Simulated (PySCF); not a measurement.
F₂Zn (SMILES [F][Zn][F]), singlet, at a GFN2-xTB geometry (such geometries of metal compounds can be far from the true shape); DF-CAMB3LYP/def2-TZVP run with PySCF.

Input for PySCF:
```python
from pyscf import gto, scf, dft

mol = gto.M(
    atom='''
Zn    0.111785    0.219616    0.226068
F    -0.393948    0.700930   -1.310611
F     0.021333   -1.432982    0.557052
''',
    basis='def2-tzvp',
    charge=0,
    spin=0,
    verbose=4,
)

mf = dft.RKS(mol)
mf.xc = 'camb3lyp'
mf = mf.density_fit(auxbasis='def2-universal-jkfit')
mf.kernel()
```

Q: What does PySCF print? Leave out banner, timings and long lists.

A: 
```
PySCF version 2.14.0

[INPUT] verbose = 4
[INPUT] num. atoms = 3
[INPUT] num. electrons = 48
[INPUT] charge = 0
[INPUT] spin (= nelec alpha-beta = 2S) = 0
[INPUT] symmetry False subgroup None
[INPUT] Mole.unit = angstrom
[INPUT] Symbol           X                Y                Z      unit          X                Y                Z       unit  Magmom
[INPUT]  1 Zn     0.111785000000   0.219616000000   0.226068000000 AA    0.211243034835   0.415014092572   0.427206605528 Bohr   0.0
[INPUT]  2 F     -0.393948000000   0.700930000000  -1.310611000000 AA   -0.744453827320   1.324565732491  -2.476695845842 Bohr   0.0
[INPUT]  3 F      0.021333000000  -1.432982000000   0.557052000000 AA    0.040313527415  -2.707943521431   1.052675717141 Bohr   0.0

nuclear repulsion = 184.25794711209
number of shells = 38
number of NR pGTOs = 187
number of NR cGTOs = 110
basis = def2-tzvp
ecp = {}

******** <class 'pyscf.df.df_jk.DFRKS'> ********
method = DFRKS
initial guess = minao
damping factor = 0
level_shift factor = 0
DIIS = <class 'pyscf.scf.diis.CDIIS'>
diis_start_cycle = 1
diis_space = 8
diis_damp = 0
SCF conv_tol = 1e-09
SCF conv_tol_grad = None
SCF max_cycles = 50
direct_scf = False
XC library pyscf.dft.libxc version 7.1.2
    S. Lehtola, C. Steigemann, M. J. T. Oliveira, and M. A. L. Marques,  SoftwareX 7, 1–5 (2018)
XC functionals = camb3lyp
    T. Yanai, D. P. Tew, and N. C. Handy,  Chem. Phys. Lett. 393, 51 (2004)
radial grids:
    Treutler-Ahlrichs [JCP 102, 346 (1995); DOI:10.1063/1.469408] (M4) radial grids

becke partition: Becke, JCP 88, 2547 (1988); DOI:10.1063/1.454033
pruning grids: <function nwchem_prune>
grids dens level: 3
symmetrized grids: False
atomic radii adjust function: <function treutler_atomic_radii_adjust>
small_rho_cutoff = 0
Set gradient conv threshold to 3.16228e-05
Initial guess from minao.
tot grids = 49168
******** <class 'pyscf.df.df.DF'> ********
auxbasis = def2-universal-jkfit
Create RSH-DF object <pyscf.df.df.DF object> for omega=0.33
******** <class 'pyscf.df.df.DF'> ********
auxbasis = auxmol.basis = def2-universal-jkfit
init E= -1978.91542996702
  HOMO = -0.395218459848803  LUMO = -0.14390263320275  gap/eV = 6.83865
cycle= 1 E= -1979.05802808534  delta_E= -0.143  |g|= 1.22  |ddm|= 1.72
  HOMO = -0.251281997270995  LUMO = -0.110324926446495  gap/eV = 3.83564
cycle= 2 E= -1978.6490245281  delta_E= 0.409  |g|= 2.29  |ddm|= 1.49
  HOMO = -0.42120790812701  LUMO = -0.105461107357918  gap/eV = 8.59191
cycle= 3 E= -1979.25859108681  delta_E= -0.61  |g|= 0.0367  |ddm|= 0.901
  HOMO = -0.41780848373914  LUMO = -0.0961601009964852  gap/eV = 8.75250
cycle= 4 E= -1979.25888513726  delta_E= -0.000294  |g|= 0.016  |ddm|= 0.036
  HOMO = -0.421314109001398  LUMO = -0.0963432438542213  gap/eV = 8.84291
cycle= 5 E= -1979.25890925909  delta_E= -2.41e-05  |g|= 0.0132  |ddm|= 0.0114
  HOMO = -0.420281718657156  LUMO = -0.0959458453558284  gap/eV = 8.82563
cycle= 6 E= -1979.25892696043  delta_E= -1.77e-05  |g|= 0.00225  |ddm|= 0.00537
  HOMO = -0.420481380232345  LUMO = -0.0959127864466183  gap/eV = 8.83196
cycle= 7 E= -1979.2589282811  delta_E= -1.32e-06  |g|= 0.000509  |ddm|= 0.00257
  HOMO = -0.420426914282308  LUMO = -0.0959306998623362  gap/eV = 8.82999
cycle= 8 E= -1979.25892837921  delta_E= -9.81e-08  |g|= 7.39e-05  |ddm|= 0.000643
  HOMO = -0.420431750644798  LUMO = -0.095933633520886  gap/eV = 8.83004
cycle= 9 E= -1979.25892838381  delta_E= -4.6e-09  |g|= 2.57e-05  |ddm|= 0.00017
  HOMO = -0.420435864940752  LUMO = -0.0959318843132237  gap/eV = 8.83020
cycle= 10 E= -1979.2589283841  delta_E= -2.81e-10  |g|= 3.35e-06  |ddm|= 3.81e-05
  HOMO = -0.420435831129714  LUMO = -0.0959321607398351  gap/eV = 8.83019
Extra cycle  E= -1979.25892838411  delta_E= -9.09e-12  |g|= 1.97e-06  |ddm|= 7.09e-06
converged SCF energy = -1979.25892838411
```
